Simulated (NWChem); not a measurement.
Species: sulfur tetrafluoride (SF$_{4}$); SMILES FS(F)(F)F

All runs: NWChem. Pople sets run with spherical d functions. Coordinates come from a PBE0/def2-SVP optimisation. Computed dipoles belong to the equilibrium geometry; the measured one is vibrationally averaged.

Measured dipole moment: 0.63 D (NIST CCCBDB, as tabulated in the package chemicals).

Task: Which of these levels lies farthest from the measured value, and how do the others fare: B3LYP/6-31G*; B3LYP/3-21G; B3LYP/STO-3G; B3LYP/aug-cc-pVTZ; B3LYP/6-311++G**; B3LYP/6-31+G*; B3LYP/def2-SVPD; B3LYP/def2-TZVP; B3LYP/def2-SVP?

Result: B3LYP/3-21G.
| level | dipole moment (D) | computed − measured |
|---|---|---|
| B3LYP/STO-3G | 0.48 | -0.15 |
| B3LYP/3-21G | 1.16 | +0.53 |
| B3LYP/6-31G* | 0.80 | +0.17 |
| B3LYP/6-31+G* | 0.99 | +0.36 |
| B3LYP/def2-SVP | 0.99 | +0.36 |
| B3LYP/def2-SVPD | 0.88 | +0.25 |
| B3LYP/def2-TZVP | 0.83 | +0.20 |
| B3LYP/6-311++G** | 1.12 | +0.49 |
| B3LYP/aug-cc-pVTZ | 0.84 | +0.21 |
